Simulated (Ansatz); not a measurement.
Born–Oppenheimer molecular dynamics of BClH5NSSi2 (11 atoms, charge 0, multiplicity 1). It starts from a relaxed structure.

Theory: Ansatz, UKS PBE0-D4/STO-3G.

```
ensemble                      : NVE (velocity Verlet)
time step                     : 0.5 fs
steps asked                   : 290
starting velocities drawn for : 300 K
seed                          : 398316
```

First frame:

```xyz
11
Properties=species:S:1:pos:R:3
S -1.956 -0.898 1.544
Si -1.187 -1.127 -0.407
Cl -2.521 -0.289 -1.839
Si 0.849 -0.191 -0.704
B 1.912 0.511 0.697
N 1.013 1.360 0.129
H -1.493 0.368 1.685
H -1.206 -2.546 -0.699
H 1.211 -0.110 -2.105
H 2.724 0.511 1.531
H 0.719 2.356 0.189
```

(1) How far do the bonds stretch over the last three quarters of this one trajectory? (Pairs bonded in most of those frames.)

Results:

(1) 
| bond | mean (Å) | spread (Å) | shortest | longest |
| --- | --- | --- | --- | --- |
| S1–Si2 | 2.110 | 0.022 | 2.07 | 2.15 |
| S1–H7 | 1.359 | 0.032 | 1.31 | 1.40 |
| Si2–Cl3 | 2.132 | 0.010 | 2.12 | 2.15 |
| Si2–Si4 | 2.266 | 0.019 | 2.24 | 2.30 |
| Si2–H8 | 1.448 | 0.008 | 1.44 | 1.46 |
| Si4–B5 | 1.896 | 0.025 | 1.84 | 1.94 |
| Si4–N6 | 1.773 | 0.027 | 1.72 | 1.83 |
| Si4–H9 | 1.453 | 0.029 | 1.41 | 1.50 |
| B5–N6 | 1.362 | 0.018 | 1.33 | 1.39 |
| B5–H10 | 1.166 | 0.022 | 1.13 | 1.20 |
| N6–H11 | 1.042 | 0.008 | 1.03 | 1.06 |

Mean temperature of the second half: 152 K. The conserved energy stayed within 0.16 meV per atom of its start (net change 0.083 meV per atom), so the integration is sound. Over the second half the temperature averaged 0.51 of the 300 K drawn at the start: a run that starts near a minimum puts about half its kinetic energy into the potential. A run of 0.14 ps of so small a system gives no equilibrium averages. Limits of this set-up: minimal basis.

Run time: 22 min on 2 threads of Arm Neoverse N1, with other jobs on the host, peak memory 0.2 GiB.
